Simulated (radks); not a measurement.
The numbers below are computed, except where a source is named.
Question: All-electron atom: the chromium ion Cr3+ in [Ar] 3d3. Code: a radial shooting solver on a logarithmic mesh with Libxc functionals. Model: non-relativistic Kohn-Sham, SCAN, spin-polarised, spherical densities, point nucleus; open shells are filled with parallel spins first; meta-GGA in the generalised Kohn-Sham scheme. Some entries of the table are withheld. Estimate them.

| orbital | occ. | eigenvalue (hartree) | <1/r> (bohr^-1) | <r> (bohr) |
|---|---|---|---|---|
| 1s down | 1 | -216.6591 | 23.51 | 0.06421 |
| 1s up | 1 | -216.6584 | 23.51 | 0.06421 |
| 2s up | 1 | -25.99987 | 4.993 | (1) |
| 2s down | 1 | -25.92790 | 5.003 | (2) |
| 2p up | 3 | -22.25860 | 4.922 | (3) |
| 2p down | 3 | -22.20570 | 4.932 | (4) |
| 3s up | 1 | -4.26076 | 1.571 | 0.8936 |
| 3s down | 1 | -4.09191 | 1.561 | 0.8982 |
| 3p up | 3 | (5) | 1.455 | 0.9384 |
| 3p down | 3 | (6) | 1.444 | 0.9443 |
| 3d up | 3 | -1.49555 | 1.176 | 1.089 |

Answer: 
(1) 2s up <r> (bohr): 0.2955
(2) 2s down <r> (bohr): 0.2949
(3) 2p up <r> (bohr): 0.2610
(4) 2p down <r> (bohr): 0.2604
(5) 3p up eigenvalue (hartree): -3.18962
(6) 3p down eigenvalue (hartree): -3.02354
